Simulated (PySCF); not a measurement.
## Cost of excited-state runs on `CNP1(=N)C=CC=C1`, C5H9N2P

Molfile (atoms numbered from 1):
```
C5H9N2P
     RDKit          3D

 17 17  0  0  0  0  0  0  0  0999 V2000
    2.4861   -0.1224   -0.4090 C   0  0  0  0  0  0  0  0  0  0  0  0
    1.2393   -0.8295   -0.1412 N   0  0  0  0  0  0  0  0  0  0  0  0
    0.0611    0.1420    0.5561 P   0  0  0  0  0  5  0  0  0  0  0  0
    0.6682    0.9633    1.7391 N   0  0  0  0  0  0  0  0  0  0  0  0
   -0.7606    0.9715   -0.8502 C   0  0  0  0  0  0  0  0  0  0  0  0
   -1.9963    0.4842   -0.9906 C   0  0  0  0  0  0  0  0  0  0  0  0
   -2.3404   -0.6032   -0.0847 C   0  0  0  0  0  0  0  0  0  0  0  0
   -1.3719   -0.9681    0.7600 C   0  0  0  0  0  0  0  0  0  0  0  0
    2.9538    0.2688    0.4980 H   0  0  0  0  0  0  0  0  0  0  0  0
    2.2614    0.7169   -1.0664 H   0  0  0  0  0  0  0  0  0  0  0  0
    3.1770   -0.7965   -0.9157 H   0  0  0  0  0  0  0  0  0  0  0  0
    1.4019   -1.6373    0.4544 H   0  0  0  0  0  0  0  0  0  0  0  0
    0.0358    1.6014    2.1976 H   0  0  0  0  0  0  0  0  0  0  0  0
   -0.3417    1.7844   -1.4186 H   0  0  0  0  0  0  0  0  0  0  0  0
   -2.7150    0.8342   -1.7166 H   0  0  0  0  0  0  0  0  0  0  0  0
   -3.3164   -1.0622   -0.1341 H   0  0  0  0  0  0  0  0  0  0  0  0
   -1.4492   -1.7354    1.5119 H   0  0  0  0  0  0  0  0  0  0  0  0
  1  2  1  0
  2  3  1  0
  3  4  2  0
  3  5  1  0
  5  6  2  0
  6  7  1  0
  7  8  2  0
  8  3  1  0
  1  9  1  0
  1 10  1  0
  1 11  1  0
  2 12  1  0
  4 13  1  0
  5 14  1  0
  6 15  1  0
  7 16  1  0
  8 17  1  0
M  END
```

PySCF with density fitting, on 1 thread of an Arm Neoverse V1, shared host. Command: `OMP_NUM_THREADS=1 python excited_run.py task.json out`

Q: How long does each of these runs take, and how much memory?
- magnetisability and related constants, B3LYP/pcSseg-1; isotopologues
- magnetisability and related constants, mPW1PW91/pcSseg-0; usual settings

A: 
| run | level | basis functions | wall time | peak memory (GiB) |
| --- | --- | --- | --- | --- |
| magnetisability and related constants | B3LYP/pcSseg-1 | 188 | 33 s | 0.82 |
| magnetisability and related constants | mPW1PW91/pcSseg-0 | 94 | 13 s | 0.57 |

Times from a shared host are rough.
